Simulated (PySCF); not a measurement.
Job file and geometry (Å, from GFN2-xTB) of an NMR shielding run on SMILES CC#C[Si@@H](Cl)S[SiH2]C, C4H9ClSSi2, GIAO PBE0/pcSseg-1 NMR shielding, non-relativistic, gas phase in PySCF; density fitting, a coarse starting grid and PySCF grid level 2 are the driver's defaults:

```
$ OMP_NUM_THREADS=1 python probes_run.py task.json out

{"job": {"kind": "nmr", "xc": "PBE0", "basis": "pcSseg-1"}, "charge": 0, "multiplicity": 1}
C     -4.610556     0.247978     0.601184
C     -3.294789     0.114219     0.027179
C     -2.195655    -0.004506    -0.454285
Si    -0.505134    -0.147732    -1.152187
Cl    -0.195860     1.321610    -2.514107
S      0.827746     0.046948     0.529537
Si     2.741184     0.520283    -0.352842
C      3.976420     0.455935     1.072937
H     -5.367772    -0.028662    -0.131923
H     -4.775236     1.279075     0.912656
H     -4.699440    -0.403616     1.469676
H     -0.266069    -1.429836    -1.799520
H      3.021711    -0.487099    -1.375255
H      2.643411     1.850058    -0.945829
H      4.014806    -0.536220     1.512969
H      3.704300     1.152403     1.860785
H      4.973936     0.710652     0.729116
```

Problem. What does the program print?

Solution. 
```
coarse grid: 16424 points
cycle   1  E = -1594.3551459353  dE =  7.121e-01  |g| = 5.432e-01  |ddm| = 4.113e+00
cycle   2  E = -1594.3388935727  dE =  1.625e-02  |g| = 5.974e-01  |ddm| = 1.291e+00
cycle   3  E = -1594.4324300317  dE = -9.354e-02  |g| = 6.832e-02  |ddm| = 7.241e-01
cycle   4  E = -1594.4329078432  dE = -4.778e-04  |g| = 5.461e-02  |ddm| = 9.425e-02
cycle   5  E = -1594.4336062466  dE = -6.984e-04  |g| = 1.420e-02  |ddm| = 4.603e-02
cycle   6  E = -1594.4336598795  dE = -5.363e-05  |g| = 2.365e-03  |ddm| = 1.791e-02
cycle   7  E = -1594.4336612942  dE = -1.415e-06  |g| = 6.280e-04  |ddm| = 3.855e-03
final grid: 140528 points
cycle   8  E = -1594.4811264919  dE = -2.961e-05  |g| = 8.242e-03  |ddm| = 3.685e-02
cycle   9  E = -1594.4811213689  dE =  5.123e-06  |g| = 9.073e-03  |ddm| = 1.868e-02
cycle  10  E = -1594.4811423454  dE = -2.098e-05  |g| = 1.448e-03  |ddm| = 1.011e-02
cycle  11  E = -1594.4811428051  dE = -4.597e-07  |g| = 5.604e-04  |ddm| = 1.565e-03
cycle  12  E = -1594.4811428806  dE = -7.551e-08  |g| = 9.337e-05  |ddm| = 4.915e-04
cycle  13  E = -1594.4811428828  dE = -2.242e-09  |g| = 1.775e-05  |ddm| = 1.132e-04
cycle  14  E = -1594.4811428829  dE = -7.594e-11  |g| = 3.919e-06  |ddm| = 2.391e-05
converged SCF energy = -1594.4811428829

GIAO shielding tensors (ppm)
atom      isotropic    diamagn.    paramagn.     s11        s22        s33       span
  0 C      181.127     252.114     -70.987    172.398    172.802    198.181     25.783
  1 C       71.566     275.631    -204.066    -20.554    -19.121    254.372    274.925
  2 C      102.315     260.090    -157.774     13.404     21.326    272.216    258.812
  3 Si     371.188     881.014    -509.826    326.399    386.422    400.744     74.345
  4 Cl     898.812    1149.720    -250.907    850.261    871.070    975.107    124.846
  5 S      720.285    1064.186    -343.900    612.357    693.848    854.651    242.294
  6 Si     379.450     881.744    -502.294    343.936    380.672    413.743     69.807
  7 C      191.269     252.880     -61.612    186.512    189.088    198.207     11.695
  8 H       29.601      24.591       5.010     24.432     27.757     36.613     12.181
  9 H       29.539      28.556       0.983     24.391     28.064     36.161     11.770
 10 H       29.575      29.446       0.130     24.399     27.955     36.373     11.974
 11 H       25.889      29.678      -3.789     22.407     23.569     31.691      9.284
 12 H       26.883      30.230      -3.347     22.585     26.125     31.939      9.354
 13 H       26.787      30.644      -3.858     21.704     27.311     31.345      9.641
 14 H       31.172      30.733       0.439     26.231     29.290     37.996     11.766
 15 H       31.148      30.956       0.192     26.179     29.485     37.780     11.601
 16 H       31.390      26.061       5.329     26.478     27.727     39.965     13.487
```

Problem. Turn these shieldings into chemical shifts. References, each an isolated molecule treated in the same way: TMS for 13C (σref 186.93) and 29Si (σref 349.16) and 1H (σref 31.72); HCl for 35Cl (σref 949.78); 33S (σref 503.73) against CS2.

Solution. Averaging equivalent atoms: C 1: 115.4; C 2: 84.6; C 0: 5.8; C 7: -4.3; Si 3: -22.0; Si 6: -30.3; Cl 4: 51; S 5: -217; H 11: 5.83; H 13: 4.93; H 12: 4.83; H 8/9/10: 2.15; H 14/15/16: 0.48 ppm. 

Size and cost of the density-fitted run: 209 basis functions, 97 s wall time on 1 thread of an Arm Neoverse N1, shared host; peak memory 0.93 GiB.
